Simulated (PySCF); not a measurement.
Species: `[AlH2-]([S+](C)C)[S]C`. The columns A, B, C and D hold Mulliken, IAO, Hirshfeld and ESP-fitted charges (e) of one PBE0/pcSseg-1 density (PySCF), in a shuffled order. Coordinates in Å (PBE0-D3(BJ)/def2-SVP); the density's dipole moment is (-3.78, 0.84, -2.20) D.

```tsv
atom	x	y	z	A	B	C	D
C1	2.372	0.280	-1.120	-0.121	-0.241	-0.392	-0.479
S2	1.648	-1.004	-0.038	-0.185	-0.434	-0.445	-0.293
Al3	0.954	0.204	1.714	+0.279	+0.632	+0.688	+0.424
S4	-1.465	0.383	1.185	+0.153	-0.039	-0.094	+0.295
C5	-1.413	0.897	-0.544	-0.103	-0.459	-0.395	-0.502
C6	-1.856	-1.369	0.990	-0.102	-0.389	-0.393	-0.502
H7	3.393	0.524	-0.796	+0.043	+0.120	+0.154	+0.154
H8	1.778	1.205	-1.129	+0.036	+0.073	+0.138	+0.138
H9	2.415	-0.123	-2.141	+0.042	+0.133	+0.148	+0.157
H10	1.360	1.748	1.653	-0.183	-0.248	-0.230	-0.207
H11	0.790	-0.629	3.064	-0.184	-0.259	-0.233	-0.202
H12	-1.074	1.942	-0.561	+0.063	+0.212	+0.176	+0.174
H13	-2.419	0.830	-0.981	+0.055	+0.191	+0.165	+0.164
H14	-0.698	0.259	-1.085	+0.043	+0.184	+0.181	+0.167
H15	-2.867	-1.476	0.573	+0.055	+0.176	+0.165	+0.164
H16	-1.104	-1.841	0.341	+0.046	+0.155	+0.186	+0.170
H17	-1.820	-1.817	1.992	+0.064	+0.194	+0.181	+0.178
```

Which column most likely holds the ESP-fitted charges?

B. Σ q r misses the density's dipole by 0.09 D (B), 1.02 D (C), 1.24 D (A), 1.94 D (D). Charges fitted to the outside potential are the only set here that is tied to the molecule's multipoles.

And the Hirshfeld charges?

A. The mean sizes are 0.103 e (A), 0.243 e (B), 0.257 e (C), 0.257 e (D), and Hirshfeld charges are commonly the smallest of these schemes.

As computed, A = Hirshfeld, B = ESP-fitted, C = Mulliken, D = IAO. Hydrogens on carbon: Hirshfeld +0.04 to +0.06, ESP-fitted +0.07 to +0.21, Mulliken +0.14 to +0.19, IAO +0.14 to +0.18 e.

The Hirshfeld scheme weights the molecular density at each point by an atom's share of the summed free-atom densities. The Mulliken scheme gives each basis function's population to the atom it is centred on and halves the overlap population of two atoms between them.

The structure is a single PBE0-D3(BJ)/def2-SVP conformer in the gas phase; no vibrational or solvent corrections.

The run behind these numbers computed NMR shieldings as well. Hardware: one thread, Arm Neoverse V1 (shared host). Cost: 25 s of wall time.

Conformer computed: `[CH3:1][S:2][AlH2-:3][S+:4]([CH3:5])[CH3:6]`: C1–S2–Al3–S4 100°, S2–Al3–S4–C5 -49°.
